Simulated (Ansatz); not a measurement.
Two isomers of C2H7OSi: A = `CO[SiH]C`•, B = `C[Si](C)O`•.

Gas-phase electronic energies from Ansatz, PBE0-D4/def2-TZVP geometries. CCSD(T)/CBS adds triple-zeta CCSD(T) − MP2 to the extrapolated MP2 energy (def2 sets, frozen cores). Functionals use def2-TZVPP. B3LYP here is the variant with VWN-RPA as its local correlation; programs differ in this. No spin–orbit coupling; open shells (•) take unrestricted orbitals. Each species was taken in one conformer, which may not be the lowest.

A:

Z-matrix (Å, degrees):
```
C
O 1 1.407
H 1 1.092 2 108.3
H 1 1.097 2 111.7 3 119.4
H 1 1.095 2 111.2 3 -119.2
Si 2 1.650 1 123.7 3 -166.4
C 6 1.866 2 106.7 1 168.8
H 6 1.503 2 108.7 1 48.2
H 7 1.092 6 110.9 2 62.0
H 7 1.092 6 110.3 2 -178.0
H 7 1.094 6 110.1 2 -58.1
```

B:

Z-matrix (Å, degrees):
```
C
Si 1 1.878
H 1 1.092 2 111.8
H 1 1.096 2 110.1 3 120.4
H 1 1.093 2 110.4 3 -120.0
C 2 1.868 1 111.3 3 -178.7
O 2 1.661 1 110.9 3 -62.1
H 6 1.092 2 110.8 1 -59.6
H 6 1.095 2 109.9 1 60.3
H 6 1.091 2 111.0 1 179.9
H 7 0.958 2 117.0 1 58.7
```

**Question.** Which is lower in electronic energy at CCSD(T)/CBS, and by how much? (Best estimate.)

**Answer.** Ansatz gave: B, by 24.0 kcal/mol.

**Question.** Give E(B) − E(A) in kcal/mol with PBE-D4, B3LYP, B2PLYP, B3LYP-D4, MP2/def2-TZVPP, PBE0-D4, r2SCAN-D4. (Best estimate.)

**Answer.** Ansatz gave: PBE-D4 -23.0, B3LYP -21.4, B2PLYP -22.4, B3LYP-D4 -21.7, MP2/def2-TZVPP -24.6, PBE0-D4 -23.4, r2SCAN-D4 -23.8. None reverses the order clearly.

**Question.** Does the order hold for the free energy at 298.15 K (harmonic terms from PBE0-D4)? (An estimate is asked.)

**Answer.** Computed: Yes: G(B) − G(A) = -23.4 kcal/mol, for one conformer each.

Largest T1 diagnostic: 0.013.

Leaving LDA and LC-ωPBE aside and taking each functional with its dispersion term where it has one, the values, not all of them listed here, spread over 2.7 kcal/mol, from r2SCAN0-D4 to BLYP-D4. At CCSD(T), def2-SVP lies +5.6 kcal/mol from the extrapolated value and def2-TZVPP +1.0 kcal/mol.
